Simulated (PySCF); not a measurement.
First SCF of a structure search on doublet NbO₂, at a hand-made bent geometry. PySCF input:

```python
from pyscf import gto, scf, dft
mol = gto.M(atom='''
Nb     0.000000     0.000000     0.000000
O      1.490900     0.000000     1.043900
O     -1.490900     0.000000     1.043900''',
    basis={'Nb': 'def2-TZVP', 'O': 'def2-TZVP'},
    ecp={'Nb': 'def2-TZVP'},
    charge=0, spin=1)
mf = dft.UKS(mol, xc='PBE')
mf.grids.atom_grid = (50, 194)
aux = {'Nb': 'def2-universal-JKFIT', 'O': 'def2-universal-JKFIT'}
mf = mf.density_fit(auxbasis=aux)
mf.conv_tol = 1e-08
mf.diis_space = 10
mf.max_cycle = 60
mf.init_guess = 'minao'
mf.verbose = 4
mf.kernel()
```

Excerpt of the output (cycles alone):

```
init E= -201.229965783377
cycle= 1 E= -205.046786891139  delta_E= -3.82  |g|= 2.56  |ddm|= 3.32
cycle= 2 E= -201.68236890263  delta_E= 3.36  |g|=  3.5  |ddm|= 4.32
cycle= 3 E= -206.947572044494  delta_E= -5.27  |g|= 1.05  |ddm|= 3.86
cycle= 4 E= -207.205605386337  delta_E= -0.258  |g|= 0.716  |ddm|= 1.45
cycle= 5 E= -207.407767019668  delta_E= -0.202  |g|= 0.114  |ddm|= 0.666
cycle= 6 E= -207.41277165643  delta_E= -0.005  |g|= 0.0454  |ddm|= 0.136
cycle= 7 E= -207.413749160038  delta_E= -0.000978  |g|= 0.0127  |ddm|= 0.0423
cycle= 8 E= -207.413834223642  delta_E= -8.51e-05  |g|= 0.00443  |ddm|= 0.0134
cycle= 9 E= -207.413852456611  delta_E= -1.82e-05  |g|= 0.00123  |ddm|= 0.00752
cycle= 10 E= -207.413854714748  delta_E= -2.26e-06  |g|= 0.000373  |ddm|= 0.00291
cycle= 11 E= -207.413855000927  delta_E= -2.86e-07  |g|= 0.000373  |ddm|= 0.00143
cycle= 12 E= -207.413855060575  delta_E= -5.96e-08  |g|= 2.89e-05  |ddm|= 0.000196
cycle= 13 E= -207.413855061004  delta_E= -4.29e-10  |g|= 6.12e-06  |ddm|= 3.59e-05
Extra cycle  E= -207.413855060599  delta_E= 4.05e-10  |g|= 3.28e-05  |ddm|= 1.94e-05
converged SCF energy = -207.413855060599  <S^2> = 0.76428732  2S+1 = 2.0142366
```

No lower solution of this spin was found from smeared starts or by a stability analysis within the unrestricted form.

Open d and f shells are described by one determinant, and the ground state may have another occupation or spin.

The search for the lowest solution, 3 starts and the stability check together, took 9.2 s on 4 threads of a shared Intel Xeon 6975P-C (Granite Rapids) host, with 102 basis functions; the process peaked at 0.38 GiB. Launch command: `OMP_NUM_THREADS=4 python axn.py task.json out`.
